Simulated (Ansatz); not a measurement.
Geometry optimisation, Ansatz 0.2.0, DFT PBE-D3(BJ), scalar-relativistic, plane waves, PAW.

Input file:

```yaml
accuracy: low
crystal:
  lattice:
    - [7.380323, 0.0, 0.0]
    - [0.0, 7.380323, 0.0]
    - [0.0, 0.0, 7.380323]
  atoms:
    - { symbol: C, position: [0.1829166, 0.6452328, 0.4046848] }
    - { symbol: O, position: [0.1329448, 0.69413, 0.5843635] }
    - { symbol: H, position: [0.0989031, 0.5293777, 0.3684456] }
    - { symbol: H, position: [0.2066141, 0.797344, 0.6189139] }
    - { symbol: H, position: [0.157168, 0.7544925, 0.307309] }
    - { symbol: H, position: [0.3256183, 0.6049558, 0.3948524] }
    - { symbol: C, position: [0.702786, 0.5183548, 0.7442852] }
    - { symbol: O, position: [0.6293165, 0.3417036, 0.7204279] }
    - { symbol: H, position: [0.5878715, 0.6110012, 0.7465783] }
    - { symbol: H, position: [0.7300117, 0.2572705, 0.7180695] }
    - { symbol: H, position: [0.776792, 0.5317845, 0.8724469] }
    - { symbol: H, position: [0.792759, 0.5575237, 0.6326906] }
    - { symbol: C, position: [0.7928011, 0.2610776, 0.2128127] }
    - { symbol: O, position: [0.6361419, 0.2454558, 0.3241069] }
    - { symbol: H, position: [0.8324666, 0.1233015, 0.1776226] }
    - { symbol: H, position: [0.5988762, 0.3671823, 0.3567864] }
    - { symbol: H, position: [0.7655571, 0.3358502, 0.0873156] }
    - { symbol: H, position: [0.9060458, 0.3261354, 0.2837058] }
    - { symbol: C, position: [0.1769112, 0.2382234, 0.7382867] }
    - { symbol: O, position: [0.19022, 0.4100303, 0.8247611] }
    - { symbol: H, position: [0.0440587, 0.1843451, 0.7735189] }
    - { symbol: H, position: [0.3079873, 0.4600842, 0.7947698] }
    - { symbol: H, position: [0.1858389, 0.2487514, 0.5903268] }
    - { symbol: H, position: [0.2805885, 0.1429898, 0.785871] }
    - { symbol: C, position: [0.5009942, 0.8546873, 0.1265459] }
    - { symbol: O, position: [0.4919462, 0.6659131, 0.1646903] }
    - { symbol: H, position: [0.3614907, 0.9028135, 0.1224732] }
    - { symbol: H, position: [0.6152922, 0.6207165, 0.1688206] }
    - { symbol: H, position: [0.5738526, 0.9300464, 0.2318805] }
    - { symbol: H, position: [0.5644157, 0.8826538, -0.004901] }
    - { symbol: C, position: [0.0667047, 0.9102461, 0.908078] }
    - { symbol: O, position: [-0.015052, 0.7415094, 0.9529815] }
    - { symbol: H, position: [0.2057334, 0.9032452, 0.9572305] }
    - { symbol: H, position: [-0.1392291, 0.7453804, 0.9100968] }
    - { symbol: H, position: [0.0696441, 0.9342047, 0.7614491] }
    - { symbol: H, position: [-0.0009342, 1.0249668, 0.9740085] }
basis:
  ecutwfc: 420.0
kpoints:
  mp_grid: { grid: [1, 1, 1] }
hamiltonian:
  xc: pbe
  dispersion: d3bj
scf:
  occupations: { method: fermi_dirac, width: 0.05 }
  lower_state_search: "off"
relax:
  f_tol: 0.3
  max_steps: 15
  adjacent_minimum: "off"
```

Run as:

```bash
$ ansatz run input.yaml --threads 1 --pin off --max-ram 3072MiB --backend cpu --events-out ev --progress --plain --runs-dir out
```

Where does it end, and by what steps?

It converged. The threshold is loose, so the end isn't yet a minimum. The force dipped under the threshold on the way, but the program's further checks kept it going. Limits of this set-up: coarse k mesh, low accuracy level. After 13 steps the energy has fallen by 2.249 eV; H10 moved furthest, 1.55 Å.

```tsv
step	energy less start (eV)	largest force component (eV/Å)	accepted
0	0.0000	0.875	yes
1	-0.3982	0.377	yes
2	-0.6356	0.773	yes
3	-0.8529	0.769	yes
4	-1.0312	0.796	yes
5	-1.1978	0.942	yes
6	-1.3606	0.942	yes
7	-1.5479	0.497	yes
8	-1.7290	0.900	yes
9	-1.9019	0.696	yes
10	-2.0535	0.547	yes
11	-2.1691	0.553	yes
12	-2.2485	0.137	yes
13	-2.2486	0.137	yes
```

```xyz
36
Lattice="7.3803 0.0000 0.0000 0.0000 7.3803 0.0000 0.0000 0.0000 7.3803" Properties=species:S:1:pos:R:3
C 1.037 4.523 3.215
O 0.706 5.754 3.867
H 0.278 3.792 3.517
H 1.404 6.400 3.654
H 1.002 4.631 2.119
H 2.019 4.148 3.541
C 5.455 3.770 5.293
O 4.717 2.568 5.053
H 4.977 4.324 6.118
H 4.659 2.475 4.059
H 6.505 3.535 5.564
H 5.467 4.415 4.401
C 5.554 2.138 1.520
O 4.509 2.626 2.366
H 5.825 1.126 1.851
H 4.440 3.607 2.185
H 5.216 2.086 0.470
H 6.455 2.771 1.582
C 1.512 1.629 4.904
O 2.052 2.614 5.768
H 0.421 1.601 5.044
H 3.026 2.648 5.579
H 1.710 1.853 3.840
H 1.914 0.623 5.128
C 3.851 6.286 1.514
O 4.743 5.271 1.987
H 2.819 5.956 1.670
H 5.601 5.387 1.497
H 4.015 7.233 2.058
H 3.990 6.462 0.436
C 0.121 6.616 7.135
O -0.476 5.459 7.753
H 1.003 6.915 7.721
H -0.545 4.767 7.076
H 0.423 6.385 6.107
H -0.601 7.448 7.117
```

Whether the end is a true minimum wasn't checked by a vibrational analysis.

Time of the run: 41 s on 1 thread of Arm Neoverse V1, on a shared host, peak memory 0.41 GiB.
